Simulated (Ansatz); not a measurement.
Mulliken charges of `B1OC[SiH2]1` from PBE/def2-TZVPP in Ansatz (PBE0-D4/def2-TZVP geometry).

| atom | x (Å) | y (Å) | z (Å) | charge (e) |
| --- | --- | --- | --- | --- |
| B1 | -0.847 | 0.498 | -1.024 | 0.069 |
| O2 | 0.472 | 0.818 | -1.046 | -0.153 |
| C3 | 1.070 | 0.160 | 0.116 | -0.098 |
| Si4 | -0.609 | -0.601 | 0.656 | 0.079 |
| H5 | -1.593 | 0.901 | -1.865 | 0.013 |
| H6 | 1.852 | -0.520 | -0.226 | 0.097 |
| H7 | 1.517 | 0.919 | 0.761 | 0.097 |
| H8 | -0.660 | -2.089 | 0.634 | -0.053 |
| H9 | -1.114 | -0.133 | 1.977 | -0.053 |

Question: By hand: the dipole of these point charges (1 e Å = 4.8032 D).

Answer: Σ q r = (0.116, 0.014, 0.019) e Å, of length 0.118 e Å = 0.57 D.

Question: How does the dipole of the full density compare? (An estimate is asked.)

Answer: Computed: (0.113, -0.102, 0.186) e Å, 1.15 D; the point charges give 0.50 times that, at 58° from its direction.

Point charges leave out the atoms' own dipoles, such as those of lone pairs, and Mulliken's split depends on the basis, so the two needn't agree.
